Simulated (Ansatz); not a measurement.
CH₃BBrClSi, SMILES `ClB1[SiH2]C1Br`. Total charge 0; spin multiplicity 1. Correlated methods include outer-core shells of Br, which these sets cover unevenly. Scalar relativity is left out up to krypton.

```xyz
8

Cl   -0.777   -0.108    2.644
B    -0.152   -0.374    1.066
Si   -0.703   -0.561   -0.784
C     0.764    0.375    0.145
Br    1.367    2.177    0.365
H    -0.099   -1.411   -1.834
H    -1.937    0.119   -1.247
H     1.537   -0.218   -0.353
```

(1) Give the diagnostics of a CCSD(T)/def2-TZVPP run (frozen core, Ansatz). (Estimate.)

## Answers

(1) Computed: T1 = 0.0121, largest single amplitude 0.021, largest double 0.039, (T) share of the correlation energy 4.4 %, 11 CCSD cycles. The RHF solution is stable towards an unrestricted one. T1 lies under the customary mark of 0.02 for closed shells.
